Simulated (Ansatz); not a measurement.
Input for Ansatz (development build ahead of 0.2.0):

```yaml
crystal:
  periodic: [false, false, false]
  atoms:
    - { symbol: Ti, position_ang: [-0.00465, 0.03095, -0.039] }
    - { symbol: Cl, position_ang: [1.20726, 1.26253, 1.27243] }
    - { symbol: Cl, position_ang: [1.22761, -1.19786, -1.23447] }
    - { symbol: Cl, position_ang: [-1.24973, 1.2923, -1.25606] }
    - { symbol: Cl, position_ang: [-1.24533, -1.28216, 1.2117] }
basis:
  gaussian: { orbitals: STO-3G }
hamiltonian:
  xc: hf
```

The input is written out in the form of the current development build from the run's settings.

Output:

```
Converged                       : yes
Total energy                    : -2658.55388 hartree
Spin squared of the determinant : 0.000
```

Caution: no unrestricted run beside it, a lower state can exist; other spin multiplicities were not run.
